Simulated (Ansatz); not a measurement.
Start from `C[O][V](=[O])([OH])[OH]` and change one atom or group to get `[O]=[V]([OH])([OH])[Cl]`.

Ansatz, PBE0-D4/def2-TZVP geometries, multiplicity 1. Each molecule was computed in one conformer, which needn't be the lowest.

Scalar relativity is left out up to krypton.

| property | `C[O][V](=[O])([OH])[OH]` |
| --- | --- |
| LUMO energy (ωB97M-V/def2-TZVPP) / eV | 0.06 |
| LUMO energy (PBE/def2-TZVPP) / eV | -3.02 |
| size of the dipole moment (ωB97M-V/def2-TZVPP) / D | 1.71 |
| LUMO energy (B3LYP/def2-TZVPP) / eV | -2.46 |
| HOMO–LUMO gap (B3LYP/def2-TZVPP) / eV | 5.93 |
| HOMO energy (PBE0/def2-TZVPP) / eV | -8.62 |

(1) What does the change do to each property? (Estimate.)

Answers

(1) Computed: 
```tsv
property	`[O]=[V]([OH])([OH])[Cl]`	shift
LUMO energy (ωB97M-V/def2-TZVPP) / eV	-0.81	-0.87
LUMO energy (PBE/def2-TZVPP) / eV	-3.86	-0.84
size of the dipole moment (ωB97M-V/def2-TZVPP) / D	2.35	0.64
LUMO energy (B3LYP/def2-TZVPP) / eV	-3.31	-0.85
HOMO–LUMO gap (B3LYP/def2-TZVPP) / eV	5.54	-0.39
HOMO energy (PBE0/def2-TZVPP) / eV	-9.13	-0.51
```

With PBE0 the HOMO falls by 0.51 eV and the LUMO falls by 0.87 eV, so the gap narrows by about 0.36 eV. PBE moves the HOMO by -0.59 eV and ωB97M-V by -0.43 eV. The zero-point energy changes by -105.7 kJ/mol with -12 modes. Dipoles are sizes alone; their direction can turn.

B3LYP here is the variant with VWN-RPA as its local correlation; programs differ in this.
